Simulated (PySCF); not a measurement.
C3H6O2Si, SMILES O[SiH](C=C=C)O.

Coordinates come from a PBE0-D3(BJ)/def2-SVP optimisation. This is a generated structure with no PubChem entry under its InChIKey; it may be hypothetical. One conformer was computed; it need not be the lowest.

Method: PBE0-D3(BJ)/def2-SVP in PySCF.

Frequencies are harmonic and unscaled.

Computed normal modes with their intensities:
```csv
mode,ν (cm⁻¹),IR (km/mol),moving atoms (share of kinetic energy)
1,49,0.3,"C 43 %, O 30 %, H 26 %"
2,100,4.6,"O 40 %, C 39 %, H 20 %"
3,220,77.6,"H 64 %, C 17 %, O 11 %"
4,232,10.8,"H 42 %, O 37 %, C 12 %, Si 10 %"
5,261,53.7,"H 83 %, O 12 %"
6,313,49.4,"H 34 %, O 28 %, C 25 %, Si 13 %"
7,346,29.6,"H 43 %, O 34 %, C 16 %"
8,369,58.6,"C 35 %, H 26 %, O 24 %, Si 15 %"
9,492,17.1,"C 61 %, H 24 %, Si 10 %"
10,515,60.2,"C 43 %, H 35 %, Si 19 %"
11,704,5.7,"C 48 %, H 41 %"
12,756,171.0,H 85 %
13,796,105.0,"H 56 %, O 39 %"
14,840,48.2,"H 74 %, C 25 %"
15,859,90.2,"H 42 %, O 40 %, Si 16 %"
16,879,30.1,"H 88 %, C 11 %"
17,905,28.9,"H 81 %, O 14 %"
18,915,345.8,"H 54 %, Si 27 %, O 14 %"
19,968,169.7,"Si 44 %, O 31 %, H 23 %"
20,983,1.4,"H 60 %, C 40 %"
21,1065,9.8,"H 68 %, C 31 %"
22,1248,48.4,"C 51 %, H 48 %"
23,1433,3.2,"H 61 %, C 38 %"
24,2069,208.0,C 98 %
25,2267,161.3,H 97 %
26,3155,1.3,H 94 %
27,3168,1.3,"H 92 %, C 8 %"
28,3250,0.7,"H 89 %, C 11 %"
29,3905,66.7,H 94 %
30,3929,102.6,H 94 %
```
